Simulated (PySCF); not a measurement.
**Stretching TlB**

Set-up: Tl def2-TZVPP with ECP60, B def2-TZVPP; scalar-relativistic core potentials (PySCF 2.14). Energies in eV from Tl + B in their ground configurations at the same level. State: ³Π (triplet), unpaired electrons σ ↑, π ↑.

All columns are PBE0. A positive dipole means Tl(−)B(+).

```
R (Å)  E (eV)  μ (D)  Mulliken charge on Tl (basis-dependent)  HOMO (eV)  LUMO (eV)  Mayer bond order  ⟨S²⟩
2.126  -1.281  -1.38                                     0.19      -5.02      -3.33              1.28  2.01
2.225  -1.514  -1.63                                     0.22      -5.03      -3.17              1.21  2.01
2.324  -1.642  -1.90                                     0.24      -5.02      -3.02              1.16  2.01
2.398  -1.687  -2.11                                     0.25      -4.95      -2.92              1.13  2.01
2.472  -1.699  -2.32                                     0.26      -4.83      -2.83              1.10  2.01
2.546  -1.686  -2.52                                     0.26      -4.72      -2.75              1.07  2.01
2.645  -1.638  -2.79                                     0.26      -4.59      -2.66              1.05  2.01
2.769  -1.545  -3.10                                     0.27      -4.45      -2.57              1.02  2.01
2.917  -1.405  -3.44                                     0.27      -4.31      -2.48              0.99  2.01
3.115  -1.197  -3.83                                     0.27      -4.16      -2.41              0.96  2.01
```

A fit through these points gives, at Re = 2.467 Å, μ = -2.30 D and dμ/dR = -2.80 D/Å; the reduced mass is 10.45 u.

Problem. How strong is the fundamental in the double-harmonic approximation, I = 42.26·(dμ/dR)²/μred km/mol?

Solution. I = 42.26·(-2.80)²/10.45 = 31.7 km/mol at PBE0.

Spin–orbit coupling is left out, which matters for elements this heavy, above all for dissociation energies. The state was picked by a PBE0 search and need not be the measured ground state.
